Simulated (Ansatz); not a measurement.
Reaction (redistribution): `C#CSB[SiH2]C` + SiH₄ → `B[SiH2]C` + `C#CS[SiH3]`

Gas-phase electronic energies from Ansatz, PBE0-D4/def2-TZVP geometries. CBS: MP2 limit from def2 TZ/QZ plus the TZ coupled-cluster correction, frozen cores. This one scheme is used for every species. DFT in def2-TZVPP. HSE06 is defined as in plane-wave codes. Each species was taken in one conformer, which may not be the lowest.

Q: Is it downhill or uphill in electronic energy at CCSD(T)/CBS, and by how much? (An estimate is asked.)

A: Ansatz gave: Uphill: ΔE = +23.5 kJ/mol.

Q: What do these levels give: LDA (SPW92), BLYP-D4, r2SCAN-D4, r2SCAN0-D4, HSE06-D4, ωB97M-V, revPBE, CAM-B3LYP, HF/def2-SVP, HF/def2-TZVPP, MP2/def2-QZVPP, CCSD/CBS(def2)? (Best estimate.)

A: The calculation gave: LDA (SPW92) 75.2, BLYP-D4 19.7, r2SCAN-D4 39.9, r2SCAN0-D4 33.8, HSE06-D4 39.3, ωB97M-V 24.7, revPBE 30.5, CAM-B3LYP 2.4, HF/def2-SVP -46.5, HF/def2-TZVPP -59.7, MP2/def2-QZVPP 46.3, CCSD/CBS(def2) 6.2 kJ/mol.

Largest T1 diagnostic among the species: 0.013.

The D4 term adds +11.8 kJ/mol with B3LYP and +6.5 kJ/mol with PBE0; it sums over pairs of atoms, weighted by their polarisabilities, and B3LYP, whose exchange is more repulsive, gets the larger term. From r2SCAN to r2SCAN0 (25 % exact exchange), in def2-TZVPP and without D4, ΔE moves by −6.5 kJ/mol.

B3LYP here is the variant with VWN-RPA as its local correlation; programs differ in this.
